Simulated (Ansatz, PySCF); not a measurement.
C4H7BN2, SMILES CB1C=NCN=C1. Atoms are numbered in the order given.

```xyz
14

C      2.5589     0.0931     0.1001
B      1.0002     0.0412     0.1199
C      0.1704    -1.2808     0.1768
N     -1.1146    -1.2932     0.1371
C     -1.8229    -0.0603     0.0388
N     -1.2007     1.2212    -0.0090
C      0.0819     1.3013     0.0267
H      2.8613     0.0359    -0.9651
H      3.0407    -0.7616     0.5991
H      2.9803     1.0338     0.4864
H      0.6468    -2.2742     0.2568
H     -2.5527    -0.0368     0.8731
H     -2.4839    -0.1344    -0.8483
H      0.4891     2.3273    -0.0106
```
Charge 0, spin multiplicity 1.

Geometry: PBE0-D3(BJ)/def2-SVP. The structure was generated by enumeration, and PubChem lists no compound with its InChIKey, so it may never have been made. One conformer was computed; it need not be the lowest.

Two levels are set side by side: PBE-D3(BJ)/def2-SVP (Ansatz, a program for electronic structure) and PBE0-D3(BJ)/def2-SVP (Ansatz). Each level has its own optimised geometry; the coordinates shown are those of the second. Frequencies come from the Hessian of PySCF at each geometry. Differences are taken from unrounded values.

```
quantity                            PBE0-D3(BJ)  PBE-D3(BJ)  PBE-D3(BJ) minus PBE0-D3(BJ)
----------------------------------  -----------  ----------  ----------------------------
mean bond length (Å)                      1.274       1.284                         0.009
bond C1–B2 (Å)                            1.560       1.565                         0.005
bond B2–C3 (Å)                            1.562       1.566                         0.004
bond B2–C7 (Å)                            1.562       1.566                         0.004
bond C3–N4 (Å)                            1.286       1.301                         0.015
bond N4–C5 (Å)                            1.425       1.436                         0.010
bond C5–N6 (Å)                            1.425       1.436                         0.010
bond N6–C7 (Å)                            1.286       1.301                         0.015
bond C1–H8 (Å)                            1.109       1.117                         0.009
bond C1–H9 (Å)                            1.101       1.109                         0.008
bond C1–H10 (Å)                           1.101       1.109                         0.009
bond C3–H11 (Å)                           1.105       1.114                         0.009
bond C5–H12 (Å)                           1.109       1.119                         0.010
bond C5–H13 (Å)                           1.109       1.119                         0.010
bond C7–H14 (Å)                           1.105       1.114                         0.009
highest harmonic wavenumber (cm⁻¹)         3161        3067                           -94
mean harmonic wavenumber (cm⁻¹)            1357        1306                           -51
zero-point energy (kcal/mol)              69.84       67.20                         -2.64
```

Exact exchange shortens and stiffens bonds; PBE has none. Differences between two approximate levels are no errors against the true value.
